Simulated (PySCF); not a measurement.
# Electron correlation in Ar²⁺ (argon, charge +2)

[Ne] 3s2 3p4, high-spin 3P determinant. Calculation: PySCF 2.14, in aug-cc-pV(Q+d)Z (7s6p5d3f2g, 89 functions); the non-relativistic Hamiltonian (point nucleus). Frozen: [Ne]; 6 electrons correlated.

MP2 pair energies summed by pair of shells (mhartree):

| pair | energy | share (%) |
| --- | --- | --- |
| 3p-3p | -67.19 | 46.6 |
| 3s-3p | -66.19 | 45.9 |
| 3s-3s | -10.70 | 7.4 |

Total MP2 correlation energy: -144.08 mhartree.

Same-spin part -31.45 and opposite-spin part -112.63 mhartree; SCS-MP2 scales them by 1/3 and 6/5 to -145.64 mhartree.
